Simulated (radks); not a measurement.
The numbers below are computed, except where a source is named.
Question: Valence configurations of Bi+. Code: a radial shooting solver on a logarithmic mesh with Libxc functionals. Model: non-relativistic Kohn-Sham, TPSS, spin-unpolarised, spherical densities, point nucleus; meta-GGA in the generalised Kohn-Sham scheme; relativity is left out, which matters for an element this heavy. Order these by energy: [Xe] 4f14 5d9 6s2 6p3; [Xe] 4f13.5 5d10 6s2 6p2.5; [Xe] 4f14 5d10 6s1 6p3; [Hg] 6p2; [Xe] 4f13 5d10 6s2 6p3; [Xe] 4f13 5d10 6s1.5 6p3.5; [Xe] 4f14 5d10 6s1.5 6p2.5; [Xe] 4f14 5d9.5 6s1 6p3.5; [Xe] 4f14 5d10 6s0.5 6p3.5.

Answer: From the lowest, in eV above it: [Hg] 6p2 0.000; [Xe] 4f14 5d10 6s1.5 6p2.5 3.617; [Xe] 4f14 5d10 6s1 6p3 7.258; [Xe] 4f14 5d10 6s0.5 6p3.5 10.923; [Xe] 4f14 5d9.5 6s1 6p3.5 21.802; [Xe] 4f14 5d9 6s2 6p3 29.434; [Xe] 4f13.5 5d10 6s2 6p2.5 87.377; [Xe] 4f13 5d10 6s2 6p3 179.78; [Xe] 4f13 5d10 6s1.5 6p3.5 183.72. NIST lists [Hg] 6p2 as the ground configuration; this level of theory agrees among the configurations tried. The energies are those of spherical spin-averaged densities, not of single terms. Relativity is left out, which favours d and f over s occupation in heavy atoms.
